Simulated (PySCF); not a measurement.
Nuclear quadrupole coupling in `CP(C)(=S)C(F)(F)C(F)(F)F`

C₄H₆F₅PS.
Cartesian coordinates in Å at the GFN2-xTB level; atoms count from 1:
```xyz
17
C4H6F5PS angstrom
C      1.566   -0.717   -0.751
P      0.635    0.185    0.545
C      0.862    1.960    0.155
S      0.882   -0.348    2.379
C     -1.170    0.032   -0.085
F     -1.899    1.025    0.465
F     -1.225    0.215   -1.427
C     -1.799   -1.321    0.265
F     -2.842   -1.623   -0.507
F     -0.886   -2.288    0.092
F     -2.197   -1.358    1.527
H      1.483   -1.789   -0.579
H      1.219   -0.463   -1.751
H      2.611   -0.426   -0.635
H      0.611    2.181   -0.881
H      1.907    2.202    0.349
H      0.236    2.546    0.829
```

Field gradients from the PBE0/pcSseg-1 density (PySCF, non-relativistic), principal values in atomic units, ordered |Vxx| ≤ |Vyy| ≤ |Vzz|:

```
atom      Vxx      Vyy     Vzz
  S4  -0.9752  -1.3450  2.3202
```

Problem. Find the asymmetry η = (Vxx − Vyy)/Vzz and the couplings χ = eQV/h (234.96 MHz × Q in barn × V in au), with Q(33S) = −0.0678 b.

Solution. 
```json
{"atom": "S4", "environment": "sulfur bonded to P", "nucleus": "33S", "η": "0.16", "χzz (MHz)": "-36.96", "χxx (MHz)": "15.54", "χyy (MHz)": "21.43"}
```

Problem. What is Vzz at S4 in SI units (1 au = 9.71736 × 10²¹ V/m²)?

Solution. 2.3202 au = 22.546 × 10²¹ V/m².

Problem. And the gradient at the other heavy atoms, for which no coupling is worked out here?

Solution. 
```csv
atom,environment,Vzz (au),η
C1,sp3 carbon bound to phosphorus,0.133,0.26
P2,phosphorus bonded to 3 C and S,0.512,0.58
C3,sp3 carbon bound to phosphorus,0.121,0.21
C5,CF2 carbon,-0.481,0.81
F6,fluorine of a CF2 group,3.008,0.05
F7,fluorine of a CF2 group,2.965,0.07
C8,CF3 carbon,-0.394,0.08
F9,fluorine of a CF3 group,2.938,0.02
F10,fluorine of a CF3 group,2.904,0.01
F11,fluorine of a CF3 group,2.970,0.02
```

Problem. What couplings would deuterons (Q(2H) = 0.00286 b) have in place of the hydrogens, at this geometry?

Solution. 
```
atom  bonded to  bond length (Å)  Vzz (au)     η  χzz (kHz)
 H12         C1            1.089    0.3080  0.02        207
 H13         C1            1.088    0.3106  0.02        209
 H14         C1            1.091    0.3083  0.03        207
 H15         C3            1.089    0.3108  0.02        209
 H16         C3            1.090    0.3103  0.03        209
 H17         C3            1.090    0.3062  0.02        206
```

Geometry: GFN2-xTB, one conformer, isolated molecule. GFN2-xTB bond lengths can be off by several hundredths of an ångström, more for odd bonds, and the gradients follow them. With so small a basis the couplings can be 20 % off.

These values come from a run that also computed NMR shieldings. On Arm Neoverse V1, one thread, no GPU (shared host), this took 61 s and 1.1 GiB of memory at its peak.
